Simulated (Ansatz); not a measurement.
The first iterations of a band of BClH3N + H2O (9 atoms, charge 0, multiplicity 1).

These are results of Ansatz, RKS PBE0-D4/6-31G*, not measurements.

```
movable images  : 5
climbing image  : yes
spring          : 5.0 eV/Å²
optimiser       : quadratic models (default)
start path      : straight line
force threshold : 0.03 eV/Å
iteration limit : 60
end points      : relaxed
```

Image 0:

```xyz
9
Properties=species:S:1:pos:R:3
B -0.173 -0.358 -0.109
H -0.255 -0.901 0.949
Cl 1.450 0.108 -0.707
N -1.270 -0.177 -0.934
H -2.204 -0.401 -0.626
H -1.224 0.278 -1.833
O -0.069 1.984 1.535
H 0.596 2.171 0.859
H 0.407 1.426 2.165
```

Image 6:

```xyz
9
Properties=species:S:1:pos:R:3
B -0.042 0.686 -0.625
H -0.139 -0.621 3.282
Cl 1.355 0.023 -1.537
N -1.322 0.575 -1.170
H -1.508 0.136 -2.056
H -2.132 0.935 -0.688
O 0.153 1.289 0.583
H 1.083 1.300 0.835
H -0.190 -0.192 2.675
```

| iteration | highest image above the first end (eV) | largest band force component (eV/Å) |
| --- | --- | --- |
| 1 | 7.561 | 4.474 |
| 2 | 5.758 | 4.260 |
| 3 | 3.578 | 12.054 |
| 4 | 2.535 | 4.334 |
| 5 | 1.227 | 5.268 |
| 6 | 0.933 | 3.405 |
| 7 | 0.668 | 1.021 |
| 8 | 0.604 | 0.591 |
| 9 | 0.546 | 0.559 |
| 10 | 1.095 | 2.723 |
| 11 | 1.147 | 2.804 |
| 12 | 1.085 | 2.680 |
| 13 | 0.692 | 2.029 |
| 14 | 0.974 | 2.409 |
| 15 | 1.217 | 1.878 |
| 16 | 1.686 | 1.521 |
| 17 | 1.473 | 1.151 |
| 18 | 1.454 | 1.668 |

Does the band converge within its limit, and where does its top end?

The run converged. It ended after 55 iterations with the highest image 1.390 eV above the first end. The profile has 2 maxima (images 1, 3) with wells between them (image 2): this band takes more than one step, which may be the mechanism or a detour left from its start path. Neighbouring images differ by up to 2.3 eV, so the band resolves the path poorly. Another band between the same ends (5 images) ends at a top of the same energy, where a vibrational analysis finds 1 clearly imaginary mode. The orbitals stay closed-shell, which can raise the energy where a bond breaks towards radicals; this wasn't checked here.

The run took 11 min on 1 thread of Arm Neoverse V2, with other jobs on the host, peak memory 0.18 GiB.
